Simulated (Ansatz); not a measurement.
Ansatz (a quantum-chemistry and plane-wave program) job for CH3IMgS, SMILES C[S][Mg][I], PBE/def2-SVPD. Coordinates come from a B3LYP-D3(BJ)/def2-SVP optimisation. The structure was generated by enumeration; whether it is a known compound was not checked. The def2 effective core potentials stand for the cores of I; spin–orbit coupling is left out. One conformer was computed; it need not be the lowest.

Ansatz 0.2 input:
```yaml
crystal:
  periodic: [false, false, false]
  atoms:
    - {symbol: Mg, position_ang: [0.28738280, -0.78897171, 0.00000000]}
    - {symbol: I, position_ang: [-0.06028617, 1.75147398, -0.00000000]}
    - {symbol: S, position_ang: [0.64739251, -3.06153690, -0.00000000]}
    - {symbol: C, position_ang: [-1.06589106, -3.76221872, 0.00000000]}
    - {symbol: H, position_ang: [-1.62948227, -3.47346747, -0.89834958]}
    - {symbol: H, position_ang: [-0.95739570, -4.85562288, -0.00000001]}
    - {symbol: H, position_ang: [-1.62948227, -3.47346748, 0.89834958]}
basis:
  gaussian:
    orbitals: def2-SVPD
hamiltonian:
  xc: {name: PBE}
```

Log of the run:

```
WARN ansatz: RAYON_NUM_THREADS=1 ignored (pool sized by the plan → 1); use --threads N
Functional definition: PBE
integrals: 0.07 GiB planned
1220 factors; their error is unknown
mean field: 0.40 GiB planned
mean field evaluation 1: about -25447.1098 eV, gradient 4.8e1 eV
mean field evaluation 2: about -25429.4375 eV, gradient 8.6e1 eV
mean field evaluation 4: about -25453.5630 eV, gradient 6.7e0 eV
mean field evaluation 8: about -25453.6652 eV, gradient 1.3e-1 eV
mean field evaluation 16: about -25453.6653 eV, gradient 3.3e-5 eV
mean field -25453.66528924 eV, -935.4049462657 hartree, gradient 3.3e-5 eV, S^2 0.000000; 0 other end points of the search recorded, 0 dependent functions left out
reference -25453.66535379 eV, -935.4049486379 hartree; 31, 31 occupied and 96, 96 virtual orbitals, 1220 factors
Total energy: -25453.66535379 eV, -935.4049486379 hartree
```

The run converged.

Cost: roughly 4 core-seconds.
